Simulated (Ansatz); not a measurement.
Consider the ligand exchange at the Si–C bond: `C=C[Si](N)(N)N` + HCl → `N[Si](N)(N)Cl` + ethylene.

Gas-phase electronic energies from Ansatz, PBE0-D4/def2-TZVP geometries. CCSD(T)/CBS adds triple-zeta CCSD(T) − MP2 to the extrapolated MP2 energy (def2 sets, frozen cores). This one scheme is used for every species. Functionals use def2-TZVPP. Each species was taken in one conformer, which may not be the lowest.

(1) Is it downhill or uphill in electronic energy at CCSD(T)/CBS, and by how much? (Estimate.)

(2) What do these levels give: B97M-V, BHLYP, RPA@PBE/def2-TZVPP, HF/def2-SVP, HF/def2-TZVPP, SCS-MP2/def2-QZVPP? (Estimate.)

Largest T1 diagnostic among the species: 0.011.

Answers

(1) Ansatz gave: Downhill: ΔE = -25.4 kcal/mol.

(2) The calculation gave: B97M-V -26.6, BHLYP -27.9, RPA@PBE/def2-TZVPP -22.6, HF/def2-SVP -29.4, HF/def2-TZVPP -29.3, SCS-MP2/def2-QZVPP -25.8 kcal/mol.

The D4 term adds +1.1 kcal/mol with B3LYP and +0.7 kcal/mol with PBE0; it sums over pairs of atoms, weighted by their polarisabilities, and B3LYP, whose exchange is more repulsive, gets the larger term. Leaving LDA and LC-ωPBE aside and taking each functional with its dispersion term where it has one, the values, not all of them listed here, spread over 2.5 kcal/mol, from BHLYP-D4 to revPBE-D4. LDA lies +1.2 kcal/mol from PBE without D4.

B3LYP here is the variant with VWN-RPA as its local correlation; programs differ in this.
